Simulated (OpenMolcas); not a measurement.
# Ir6+: effect of the active space

| Quantity | Value |
| --- | --- |
| Program | OpenMolcas |
| Method | SS-CASPT2 or its RAS form, IPEA 0.25 Eh, imaginary shift 0.1 Eh |
| Basis | ANO-R2 |
| Scalar Hamiltonian | X2C, finite nucleus |
| Spin-orbit coupling | RASSI with atomic mean-field integrals over the reference wave functions, term energies averaged over their components |

A. 3 electrons in 5 orbitals (5d); 2S+1 = 4 even, 10 roots; 2S+1 = 2 even, 40 roots; closed shells correlated: 5s 5p; CASPT2 step roughly 13 core-seconds
B. 9 electrons in 8 orbitals (RAS1 5p, at most 2 holes; RAS2 5d); 2S+1 = 4 even, 10 roots; 2S+1 = 2 even, 40 roots; closed shells correlated: 5s; CASPT2 step roughly 40 core-seconds
C. 3 electrons in 10 orbitals (5d 6d); 2S+1 = 4 even, 10 roots; 2S+1 = 2 even, 40 roots; closed shells correlated: 5s 5p; CASPT2 step of the order of 6 core-minutes

Energies in eV above 5d³ ⁴F_3/2.

```json
{"Level": "5d³ ⁴F_3/2", "A": "0.0000", "B": "0.0000", "C": "0.0000"}
{"Level": "5d³ ⁴F_5/2", "A": "1.007", "B": "1.050", "C": "1.015"}
{"Level": "5d³ ⁴F_7/2", "A": "1.758", "B": "1.815", "C": "1.764"}
{"Level": "5d³ ⁴P_1/2 [68 %]", "A": "2.495", "B": "2.479", "C": "2.422"}
{"Level": "5d³ ²G_7/2", "A": "3.407", "B": "3.486", "C": "3.400"}
{"Level": "5d³ ²H_9/2 [55 %]", "A": "3.564", "B": "3.658", "C": "3.586"}
{"Level": "5d³ ⁴P_5/2", "A": "3.646", "B": "3.706", "C": "3.650"}
{"Level": "5d³ ²P_1/2 [68 %]", "A": "4.413", "B": "4.372", "C": "4.268"}
{"Level": "5d³ ²H_11/2", "A": "4.699", "B": "4.814", "C": "4.754"}
{"Level": "5d³ ²D_5/2(1)", "A": "5.089", "B": "5.240", "C": "5.094"}
{"Level": "5d³ ²G_9/2 [58 %]", "A": "5.516", "B": "5.655", "C": "5.539"}
{"Level": "5d³ ²F_5/2", "A": "5.731", "B": "5.801", "C": "5.734"}
{"Level": "5d³ ²F_7/2", "A": "5.885", "B": "5.958", "C": "5.883"}
{"Level": "5d³ ²P_3/2 [56 %]", "A": "6.086", "B": "6.080", "C": "5.968"}
{"Level": "5d³ ²D_3/2(2)", "A": "8.678", "B": "8.755", "C": "8.670"}
{"Level": "5d³ ²D_5/2(2)", "A": "8.848", "B": "8.876", "C": "8.849"}
```

Among A to C the level of the table that moves most is 5d³ ²D_5/2(1), by 1200 cm-1 (lowest in A, highest in B). Moves below CASPT2's spread within the term are not significant.

Term energies are means over components that CASPT2 splits; among the terms shown or strongly mixed into the levels shown the widest spread is 670 cm-1 (5d³ ²H, A). The CASPT2 spread within a term exceeds the gap to the next term for 5d³ ²P and 5d³ ²H, so the order of their levels is uncertain (holds for A). Active for correlation alone: 5p; no level in the range computed is led by a configuration that opens it, so any true level of that kind is missing (holds for B). Active for correlation alone: 6d; no level in the range computed is led by a configuration that fills it, so any true level of that kind is missing (holds for C). Levels of configurations outside the active space are missing. Levels that lie high or do not pair safely by name in every column are left out.

A share in square brackets marks a mixed level and gives the weight of the term that names it, the lowest over the columns. A number in round brackets counts repeated terms of one configuration in the order of the reference energies.
